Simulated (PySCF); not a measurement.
methylsilane (CH₆Si), singlet, at a GFN2-xTB geometry. Base run: M062X/6-311G** (PySCF).

Geometry (Å):
```xyz
8

C     -0.0130     0.0039    -1.2502
Si     0.0067    -0.0020     0.6451
H     -0.0115    -1.0071    -1.6483
H     -0.8965     0.5064    -1.6344
H      0.8567     0.5162    -1.6525
H      0.0041     1.3768     1.1395
H     -1.1798    -0.7004     1.1452
H      1.2110    -0.6871     1.1205
```
Charge 0, spin multiplicity 1.
All else is at PySCF's defaults.
Base energy -331.16800 Eh.

The base run was repeated with changes; each row names its change, and settings that it needs were set with it.

```
change                                     ΔE vs base (µEh)  grid points  electrons on the grid
-----------------------------------------  ----------------  -----------  ---------------------
base                                                    0.0        92152               25.99999
grids.level = 4                                        -9.7       151776               26.00000
grids.atom_grid = (150, 974)                          -10.4       652440               26.00000
grids.radi_method = mura_knowles                        2.8        87960               26.00000
grids.prune = off                                      -0.3       147976               26.00000
grids.level = 7                                       -10.4       474456               26.00000
grids.atom_grid = (75, 302)                             6.1       117016               25.99998
grids.level = 2                                        20.8        55368               25.99998
grids.prune = dft.gen_grid.treutler_prune               3.9        80200               26.00000
grids.atom_grid = (50, 194)                           -21.5        52976               26.00010
grids.level = 1                                         231        26424               26.00019
```
